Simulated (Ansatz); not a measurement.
Geometry optimisation, RKS B3LYP-D4/def2-SVP in Ansatz 0.2.0.

Input file:

```yaml
crystal:
  periodic: [false, false, false]
  atoms:
    - { symbol: B, position_ang: [-0.559917, -1.187845, 0.267885] }
    - { symbol: F, position_ang: [0.582452, -1.421763, -0.446146] }
    - { symbol: H, position_ang: [-1.598948, -1.23256, -0.335761] }
    - { symbol: H, position_ang: [-0.443007, -1.022424, 1.453656] }
    - { symbol: H, position_ang: [0.869984, 0.69668, -0.902171] }
    - { symbol: Se, position_ang: [0.131427, 1.960184, -0.595526] }
    - { symbol: H, position_ang: [1.018009, 2.207728, 0.558162] }
basis:
  gaussian: { orbitals: def2-SVP }
hamiltonian:
  xc: b3lyp
  dispersion: d4
relax:
  f_tol: 0.03
  max_steps: 50
output:
  orbitals: {}
```

Launched with:

```bash
$ ansatz run input.yaml --threads 2 --pin off --max-ram 3072MiB --backend cpu --events-out ev --progress --plain --runs-dir out
```

Problem. Where does it end, and by what steps?

Solution. The run converged. The force dipped under the threshold on the way, but the program's further checks kept it going. After 20 steps the energy has fallen by 0.152 eV; H5 moved furthest, 0.84 Å.

```tsv
step	energy less start (eV)	largest force component (eV/Å)	accepted
0	0.0000	1.108	yes
1	0.0081	1.287	no
2	-0.0321	1.026	yes
3	-0.0510	1.052	yes
4	-0.0642	1.053	yes
5	-0.1249	0.533	yes
6	-0.1307	0.301	yes
7	-0.1075	0.665	no
8	-0.1379	0.018	yes
9	-0.1392	0.114	yes
10	-0.1435	0.018	yes
11	-0.1304	0.689	no
12	-0.1461	0.143	yes
13	-0.1426	0.324	no
14	-0.1480	0.077	yes
15	-0.1500	0.024	yes
16	-0.1515	0.080	yes
17	-0.1514	0.138	no
18	-0.1522	0.050	yes
19	-0.1519	0.076	no
20	-0.1525	0.022	yes
```

```xyz
7
Properties=species:S:1:pos:R:3
B -0.501 -1.019 0.289
F 0.691 -1.561 0.003
H -1.363 -1.080 -0.557
H -0.746 -0.786 1.451
H 0.718 1.280 -1.485
Se -0.026 1.555 -0.240
H 1.227 1.612 0.538
```

Whether the end is a true minimum wasn't checked by a vibrational analysis.

The run took 26 s on 2 threads of Arm Neoverse V2, on a shared host, peak memory 0.16 GiB.
